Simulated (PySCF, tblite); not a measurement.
Problem. What does the GFN2-xTB structure of `FC1=CC=CC2=CN=NN12` look like in three dimensions?

Solution. 
```xyz
14
C6H4FN3 angstrom
F     -0.4621    2.7660   -0.3586
C     -0.5231    1.4506   -0.1643
C     -1.6942    0.7921    0.0319
C     -1.6824   -0.6077    0.2329
C     -0.5057   -1.2967    0.2300
C      0.6931   -0.5955    0.0237
C      2.0565   -0.8726   -0.0563
N      2.7068    0.2695   -0.2772
N      1.8879    1.2541   -0.3466
N      0.6551    0.7821   -0.1703
H     -2.6179    1.3452    0.0317
H     -2.6192   -1.1175    0.3882
H     -0.4635   -2.3627    0.3805
H      2.5681   -1.8074    0.0322
```

Any rigid rotation of these coordinates is as good. Atoms count from 1 in this order. The 3 C–N bonds span 1.333 Å (C7–N8, aromatic) to 1.392 Å (C6–N10, aromatic), a spread of 0.059 Å. The N–N distances run from 1.282 Å (N8–N9, aromatic) to 1.332 Å (N9–N10, aromatic), a spread of 0.050 Å. N8 (pyridine-type nitrogen) is bent (angle 110.8°). N10 (pyrrole-type nitrogen) is planar (angles 129.1°, 120.8° and 110.1°, sum 360.0°, 0.00 Å off the plane of its three neighbours).

Bonds between heavy atoms (Å): F1–C2 1.331, C2–C3 1.358, C3–C4 1.414, C4–C5 1.363, C5–C6 1.404, C6–C7 1.394, C7–N8 1.333, N8–N9 1.282, N9–N10 1.332, C2–N10 1.355, C6–N10 1.392.

Structure optimised with GFN2-xTB, isolated species.

Point group: Cs (every atom within 0.08 Å of its image). Its GFN2-xTB frequencies are all real (lowest 151 cm⁻¹).

These are computed values.
